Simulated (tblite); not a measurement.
Compound: C₅H₈N₂OSi.
Numbering: `[CH2:1]=[N:2][CH2:3][c:4]1[cH:5][n:6][o:7][c:8]1[SiH3:9]` (hydrogens: H10, H11 on C1; H12, H13 on C3; H14 on C5; H15, H16, H17 on Si9)

Structure optimised with GFN2-xTB, isolated species.

(1) What internal coordinates does the optimisation give?

Results:

(1) 
| bond | length (Å) |
| --- | --- |
| C1=N2 | 1.250 |
| N2–C3 | 1.432 |
| C3–C4 | 1.491 |
| C4–C5 | 1.411 |
| C5–N6 | 1.305 |
| N6–O7 | 1.354 |
| O7–C8 | 1.339 |
| C8–Si9 | 1.878 |
| C4–C8 | 1.373 |
| C1–H10 | 1.080 |
| C1–H11 | 1.095 |
| C3–H12, C3–H13 | 1.100 |
| C5–H14 | 1.071 |
| Si9–H15, Si9–H17 | 1.459 |
| Si9–H16 | 1.468 |

Bonds in one row agree within 0.01 Å and their mean is given. A selection of angles:
| angle | degrees |
| --- | --- |
| N2–C1–H10 | 118.5 |
| N2–C1–H11 | 124.3 |
| H10–C1–H11 | 117.2 |
| C1–N2–C3 | 121.0 |
| N2–C3–C4 | 107.9 |
| N2–C3–H12 | 107.3 |
| N2–C3–H13 | 113.2 |
| C4–C3–H12 | 109.0 |
| C4–C3–H13 | 111.0 |
| H12–C3–H13 | 108.2 |
| C3–C4–C5 | 130.4 |
| C3–C4–C8 | 125.5 |
| C5–C4–C8 | 104.0 |
| C4–C5–N6 | 110.6 |
| C4–C5–H14 | 129.2 |
| N6–C5–H14 | 120.3 |
| C5–N6–O7 | 107.1 |
| N6–O7–C8 | 110.0 |
| O7–C8–Si9 | 121.2 |
| C4–C8–O7 | 108.4 |
| C4–C8–Si9 | 130.4 |
| C8–Si9–H15 | 109.3 |
| C8–Si9–H16 | 105.0 |
| H15–Si9–H16 | 109.3 |
| H15–Si9–H17 | 113.6 |

Dihedral angles: C1–N2–C3–C4 130° (anticlinal); N2–C3–C4–C5 -162° (antiperiplanar). The mirror-image conformer, all signs reversed, is as good.

N6 (pyridine-type nitrogen) is bent (angle 107.1°). The C–C distances run from 1.373 Å (C4–C8, aromatic) to 1.491 Å (C3–C4, drawn single), a spread of 0.118 Å. Of the pairs four or more bonds apart, N2···Si9 is among the closest relative to their van der Waals radii: 2.83 Å, 78 % of the sum of Bondi's values. The 5-membered ring C4–C5–N6–O7–C8 has internal angles of 104.0° to 110.6° (sum 540°, against 540° for a flat polygon); it is planar, 0.00 Å rms from its mean plane, widest ring torsion 0°. Si9 (SiH3 silicon) is distorted tetrahedral (angles from 105.0° to 113.6°). The 3 C–N bonds span 1.250 Å (C1=N2, drawn double) to 1.432 Å (N2–C3, drawn single), a spread of 0.182 Å.

Point group: C1 (no symmetry element, even within 0.4 Å). Its GFN2-xTB frequencies are all real (lowest 44 cm⁻¹). The numbers are those of one conformer.

The numbers are calculated, not measured.
